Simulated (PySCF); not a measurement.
Isomers of C6H12OSSi, mass 160.038 u with the commonest isotopes. The calculation used PBE0/pcSseg-1 in PySCF (dipole) on a GFN2-xTB geometry, gas phase. One conformer each, none proved a minimum here; rigid rotors.

Question: Order these by rotational constant A, smallest first.
A. `[CH3:1][O:2][C@@H:3]1[C@@H:4]([SiH3:5])[C@@H:6]1[C:7]([CH3:8])=[S:9]` with C1–O2–C3–C4 -76°, C4–C6–C7–C8 163°
B. `[CH2:1]=[CH:2][CH2:3][C@@H:4]1[CH2:5][S:6][C@H:7]1[O:8][SiH3:9]` with C1–C2–C3–C4 119°, C2–C3–C4–C5 -66°, S6–C7–O8–Si9 -62°, C3–C4–C5–S6 -135°, C4–C5–S6–C7 11°, C5–S6–C7–O8 -129°, C3–C4–C7–S6 135°
C. `[CH2:1]=[C:2]([S:3][CH3:4])[C@@H:5]1[SiH2:6][C@@H:7]1[O:8][CH3:9]` with C1–C2–S3–C4 24°, C1–C2–C5–Si6 -137°, Si6–C7–O8–C9 75°
D. `[CH2:1]=[C:2]([CH2:3][CH3:4])[SiH2:5][O:6][C:7]([CH3:8])=[S:9]` with C1–C2–C3–C4 0°, C1–C2–Si5–O6 1°, C2–Si5–O6–C7 180°, Si5–O6–C7–C8 180°

Answer: A (1341 MHz), C (1626 MHz), B (2321 MHz), D (3087 MHz).

Question: Order these by out-of-plane moment Σ m c² = (Ia + Ib − Ic)/2, smallest first.
A. `[CH2:1]=[C:2]([CH2:3][CH3:4])[SiH2:5][O:6][C:7]([CH3:8])=[S:9]` with C1–C2–C3–C4 0°, C1–C2–Si5–O6 1°, C2–Si5–O6–C7 180°, Si5–O6–C7–C8 180°
B. `[CH2:1]=[C:2]([S:3][CH3:4])[C@@H:5]1[SiH2:6][C@@H:7]1[O:8][CH3:9]` with C1–C2–S3–C4 24°, C1–C2–C5–Si6 -137°, Si6–C7–O8–C9 75°
C. `[CH2:1]=[CH:2][CH2:3][C@@H:4]1[CH2:5][S:6][C@H:7]1[O:8][SiH3:9]` with C1–C2–C3–C4 119°, C2–C3–C4–C5 -66°, S6–C7–O8–Si9 -62°, C3–C4–C5–S6 -135°, C4–C5–S6–C7 11°, C5–S6–C7–O8 -129°, C3–C4–C7–S6 135°
D. `[CH3:1][O:2][C@@H:3]1[C@@H:4]([SiH3:5])[C@@H:6]1[C:7]([CH3:8])=[S:9]` with C1–O2–C3–C4 -76°, C4–C6–C7–C8 163°

Answer: A (7.64 u·Å²), C (23.35 u·Å²), D (94.47 u·Å²), B (99.21 u·Å²).

Question: Order these by rotational constant B, smallest first.
A. `[CH3:1][O:2][C@@H:3]1[C@@H:4]([SiH3:5])[C@@H:6]1[C:7]([CH3:8])=[S:9]` with C1–O2–C3–C4 -76°, C4–C6–C7–C8 163°
B. `[CH2:1]=[CH:2][CH2:3][C@@H:4]1[CH2:5][S:6][C@H:7]1[O:8][SiH3:9]` with C1–C2–C3–C4 119°, C2–C3–C4–C5 -66°, S6–C7–O8–Si9 -62°, C3–C4–C5–S6 -135°, C4–C5–S6–C7 11°, C5–S6–C7–O8 -129°, C3–C4–C7–S6 135°
C. `[CH2:1]=[C:2]([S:3][CH3:4])[C@@H:5]1[SiH2:6][C@@H:7]1[O:8][CH3:9]` with C1–C2–S3–C4 24°, C1–C2–C5–Si6 -137°, Si6–C7–O8–C9 75°
D. `[CH2:1]=[C:2]([CH2:3][CH3:4])[SiH2:5][O:6][C:7]([CH3:8])=[S:9]` with C1–C2–C3–C4 0°, C1–C2–Si5–O6 1°, C2–Si5–O6–C7 180°, Si5–O6–C7–C8 180°

Answer: D (500.6 MHz), B (584.2 MHz), A (847.8 MHz), C (917.9 MHz).

```csv
SMILES,point group,Ia (u·Å²),Ib (u·Å²),Ic (u·Å²),κ,μa (D),μb (D),μc (D)
CO[C@@H]1[C@@H]([SiH3])[C@@H]1C(C)=S,C1,376.85,596.14,784.04,-0.42,2.17,0.41,1.75
C=CC[C@@H]1CS[C@H]1O[SiH3],C1,217.76,865.10,1036.16,-0.89,0.85,1.02,0.31
C=C(CC)[SiH2]OC(C)=S,near Cs,163.73,1009.51,1157.96,-0.95,1.96,1.76,0.04
C=C(SC)[C@@H]1[SiH2][C@@H]1OC,C1,310.78,550.59,662.94,-0.64,0.71,0.43,1.02
```
